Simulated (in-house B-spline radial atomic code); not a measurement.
Response and correlation along the 36-electron series, closed shell [Ar] 3d10 4s2 4p6; the second-order energy is extrapolated in partial waves. Computed with an all-electron radial atomic-structure program (B-spline basis): relativistic RPA and second-order many-body perturbation theory on Dirac-Hartree-Fock.

| ion | Z | dipole polarisability (bohr³) | quadrupole polarisability (bohr⁵) | ratio of RPA to uncoupled dipole | second order correlation energy (Eh) | C6 of two such ions (Eh bohr⁶) |
| --- | --- | --- | --- | --- | --- | --- |
| Gd28+ | 64 | 0.10408 | 0.022621 | 0.88071 | -2.2134 | 0.058495 |
| Tb29+ | 65 | 0.095697 | 0.019661 | 0.88172 | -2.2209 | 0.05122 |
| Dy30+ | 66 | 0.088153 | 0.017142 | 0.88276 | -2.2282 | 0.044986 |
| Ho31+ | 67 | 0.081348 | 0.01499 | 0.88383 | -2.2354 | 0.039623 |
| Er32+ | 68 | 0.075194 | 0.013145 | 0.88493 | -2.2424 | 0.034994 |
| Tm33+ | 69 | 0.069614 | 0.011557 | 0.88605 | -2.2494 | 0.030984 |
| Yb34+ | 70 | 0.064545 | 0.010187 | 0.8872 | -2.2563 | 0.027501 |
| Lu35+ | 71 | ? | ? | ? | ? | ? |
| Hf36+ | 72 | ? | ? | ? | ? | ? |
| Ta37+ | 73 | 0.051871 | 0.0070728 | 0.89076 | -2.2763 | 0.019488 |
| W38+ | 74 | 0.048347 | 0.0062894 | 0.89199 | -2.2827 | 0.017446 |
| Re39+ | 75 | 0.045114 | 0.0056037 | 0.89323 | -2.2892 | 0.015647 |
| Os40+ | 76 | 0.042144 | 0.005002 | 0.89448 | -2.2955 | 0.01406 |
| Ir41+ | 77 | ? | ? | ? | ? | ? |
| Pt42+ | 78 | 0.036891 | 0.0040065 | 0.89703 | -2.308 | 0.01141 |
| Au43+ | 79 | 0.034566 | 0.0035946 | 0.89832 | -2.3142 | 0.010304 |

(1) Fill in the row of Lu35+.

(2) Fill in the row of Hf36+.

(3) Fill in the row of Ir41+.

(4) How fast does the dipole polarisability fall along the series?

Results:

(1) dipole polarisability (bohr³): 0.05993; quadrupole polarisability (bohr⁵): 0.0090005; ratio of RPA to uncoupled dipole: 0.88837; second order correlation energy (Eh): -2.263; C6 of two such ions (Eh bohr⁶): 0.024465.

(2) dipole polarisability (bohr³): 0.05572; quadrupole polarisability (bohr⁵): 0.0079701; ratio of RPA to uncoupled dipole: 0.88956; second order correlation energy (Eh): -2.2697; C6 of two such ions (Eh bohr⁶): 0.021812.

(3) dipole polarisability (bohr³): 0.03941; quadrupole polarisability (bohr⁵): 0.0044729; ratio of RPA to uncoupled dipole: 0.89575; second order correlation energy (Eh): -2.3018; C6 of two such ions (Eh bohr⁶): 0.012655.

(4) From 0.1041 to 0.03457 bohr³; a fit of its logarithm against log Z from Z = 64 to 79 has slope -5.23.
